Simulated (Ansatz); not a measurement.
`C[Te]/C=C/F` + `[NH2][AlH][SiH3]` → `C[Te][AlH][SiH3]` + `N/C=C\F`  (formal exchange of groups at a Te–C bond)

Calculated with Ansatz (gas phase, PBE0-D4/def2-TZVP geometries, no zero-point term in ΔE). CBS: MP2 limit from def2 TZ/QZ plus the TZ coupled-cluster correction, frozen cores. Double bonds are as drawn, so ΔE can hold a change between cis and trans. DFT in def2-TZVPP. Elements past krypton have def2 core potentials. For Te outer-core shells are correlated without core-valence functions, which leaves a few kJ/mol of doubt a bond. Each species was taken in one conformer, which may not be the lowest.

```
             level  ΔE (kJ/mol)
           PBE0-D4        -20.8
            B2PLYP         -1.0
SCS-MP2/def2-TZVPP          7.4
CCSD(T)/def2-TZVPP          1.2
```

**Question.** What does CCSD(T)/CBS give? (Best estimate.)

**Answer.** Computed: -1.1 kJ/mol. The listed levels differ from it by -19.7, 0.1, 8.5, 2.3 kJ/mol.

Largest T1 diagnostic among the species: 0.013.

In def2-TZVPP, CCSD(T) changes the Hartree–Fock value by +9.8 kJ/mol (the triples alone add +0.2 kJ/mol) and MP2 by +13.2 kJ/mol.
